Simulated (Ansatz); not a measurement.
C2H9AlOSi, SMILES `C[SiH2][Al]([CH3])[OH]`, charge 0, multiplicity 1.

Problem. Give a relaxed structure at PBE0-D4/def2-TZVP (Ansatz). (An estimate is asked.)

Solution. The calculation gave: 
Cartesian coordinates in Å:
```
C -0.942 -2.092 0.500
Si 0.751 -1.264 0.437
Al 0.674 1.117 -0.191
C -0.919 2.047 -0.814
O 2.100 2.045 -0.090
H -1.585 -1.607 1.239
H -1.441 -2.029 -0.469
H -0.852 -3.147 0.768
H 1.614 -2.011 -0.531
H 1.420 -1.427 1.765
H -1.325 1.574 -1.715
H -0.713 3.095 -1.045
H -1.714 2.014 -0.062
H 2.933 1.685 0.209
```
This is one stationary point; other conformers may exist.
